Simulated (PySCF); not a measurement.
**Steps of a relaxation of [WO3(OH)]−**

[WO3(OH)]− (singlet). PySCF 2.14.0, RKS B3LYP, W def2-SVP with ECP60, O def2-SVP, H def2-SVP; non-relativistic Hamiltonian with scalar-relativistic core potentials where named; density fitting; no spin-orbit coupling. Origin of the start: template. Columns: position (Å) and force (eV/Å). Energies are counted from the last step; some of the 13 steps are shown. Forces carry noise of the integration grid, about 0.01 to 0.03 eV/Å.

Run from Python with OMP_NUM_THREADS=2. Where DIIS fails, smearing, a level shift and second-order steps follow.
It took 30 s on 2 threads of Arm Neoverse V2 (shared host), from the converged density of the start.

```xyz
6
step 0  E = 8.456 eV
W     0.0175   -0.0175    0.0157   -11.95   11.95  -11.83
O     0.8891    0.8541    0.8873    15.23   14.65   15.27
O    -0.8541   -0.8891    0.8873   -14.65  -15.23   15.27
O     0.8891   -0.8891   -0.8559    15.19  -15.19  -14.72
O    -1.0190    1.0190   -1.0208    -4.32    4.32   -4.25
H    -1.6815    1.6815   -1.2546     0.49   -0.49    0.26
```

```xyz
6
step 4  E = 0.118 eV
W     0.0176   -0.0176    0.0064    -0.18    0.18   -0.08
O     1.0211    1.0077    1.0326    -0.17   -0.18   -0.16
O    -1.0077   -1.0211    1.0326     0.18    0.17   -0.16
O     1.0420   -1.0420   -0.9988    -0.17    0.17    0.23
O    -1.0732    1.0732   -1.1944    -0.14    0.14   -0.20
H    -1.7589    1.7589   -1.2191     0.48   -0.48    0.37
```

```xyz
6
step 8  E = 0.021 eV
W     0.0031   -0.0031   -0.0415     0.14   -0.14   -0.04
O     0.9524    1.0679    0.9822    -0.03    0.07   -0.04
O    -1.0679   -0.9524    0.9822    -0.07    0.03   -0.04
O     1.0530   -1.0530   -0.9759     0.08   -0.08    0.04
O    -1.0318    1.0318   -1.3489    -0.77    0.77    0.58
H    -1.6680    1.6680   -0.9389     0.66   -0.66   -0.49
```

**Question.** Where does the relaxation end?

**Answer.** It converges at step 12 in Cs:
```xyz
6
step 12  E = 0
W     0.0121   -0.0121   -0.0525
O     0.9454    1.0785    0.9643
O    -1.0785   -0.9454    0.9643
O     1.0756   -1.0756   -0.9620
O    -1.0443    1.0443   -1.3221
H    -1.6692    1.6692   -0.9326
```

**Question.** How did the contacts change?

**Answer.** 
```
   contact  start (Å)  end (Å)
 W1–O2 (O)      1.510    1.759
 W1–O3 (O)      1.510    1.759
 W1–O4 (O)      1.510    1.758
W1–O5 (OH)      1.795    1.961
```
